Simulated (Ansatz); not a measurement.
A CCSD(T) single point on C₃H₅F₂In, SMILES `C=C[CH2][In]([F])[F]`.

```yaml
crystal:
  periodic: [false, false, false]
  atoms:
    - {symbol: C, position_ang: [-0.533635, 1.577396, 0.149276]}
    - {symbol: C, position_ang: [-0.691462, 0.672806, -0.804919]}
    - {symbol: C, position_ang: [-0.171427, -0.723564, -0.824387]}
    - {symbol: In, position_ang: [0.971842, -1.197458, 0.916874]}
    - {symbol: F, position_ang: [0.310320, -1.948964, 2.583220]}
    - {symbol: F, position_ang: [2.894073, -1.004066, 1.133720]}
    - {symbol: H, position_ang: [0.023804, 1.375810, 1.064480]}
    - {symbol: H, position_ang: [-0.955354, 2.571765, 0.069447]}
    - {symbol: H, position_ang: [-1.265009, 0.958339, -1.686840]}
    - {symbol: H, position_ang: [0.471214, -0.892142, -1.692798]}
    - {symbol: H, position_ang: [-0.988966, -1.447023, -0.887574]}
basis:
  gaussian: {orbitals: def2-TZVPP}
correlation: {method: ccsd_t}
output: {orbitals: {seedname: orbitals}}
```

```sh
$ ansatz run in.yaml --threads 4 --pin off --events-out ev --progress --plain --max-ram 11315MiB
```

Log, shortened:

```
Functional definition: HF
1851 factors; integrals over basis functions are off by at most 1.1e-3 eV
mean field evaluation 1: about -13729.5513 eV, gradient 5.4e1 eV
mean field evaluation 2: about -13729.7012 eV, gradient 5.4e1 eV
mean field evaluation 4: about -13735.3646 eV, gradient 4.1e0 eV
mean field evaluation 8: about -13735.4467 eV, gradient 3.2e-1 eV
mean field -13735.44714385 eV, -504.7683723160 hartree, gradient 6.1e-6 eV, S^2 0.000000; 0 other end points of the search recorded, 0 dependent functions left out
9 core orbitals not correlated: weight in the atoms' cores, before any rotation towards them, 1.000 or more for the frozen orbitals, at most 0.000 for the correlated occupied ones
reference -13735.44714385 eV, -504.7683723160 hartree; 22, 22 occupied and 244, 244 virtual orbitals, 1851 factors
second order -34.91594719 eV of doubles, -0.00000000 eV of singles
cycle   1  -34.36723974 eV  change    5.5e-1 eV  update   1.5e-1
cycle   2  -35.15513264 eV  change   -7.9e-1 eV  update   4.8e-2
cycle   3  -35.37203342 eV  change   -2.2e-1 eV  update   2.7e-2
cycle   4  -35.36720085 eV  change    4.8e-3 eV  update   8.0e-3
cycle   5  -35.35770921 eV  change    9.5e-3 eV  update   3.1e-3
cycle   6  -35.35927933 eV  change   -1.6e-3 eV  update   1.0e-3
cycle   7  -35.35942626 eV  change   -1.5e-4 eV  update   3.2e-4
cycle   8  -35.35914762 eV  change    2.8e-4 eV  update   1.1e-4
cycle   9  -35.35912503 eV  change    2.3e-5 eV  update   4.5e-5
perturbative correction -1.29514729 eV, -0.0475957852 hartree
Total energy: -13772.10141618 eV, -506.1153919788 hartree
```

It took 4.5 min on 4 threads of an Intel Xeon Platinum 8488C on a shared host, with 8.8 GiB of host memory at the peak.

Correlation energy per correlated electron: -0.833 eV. T1 diagnostic: 0.0152.
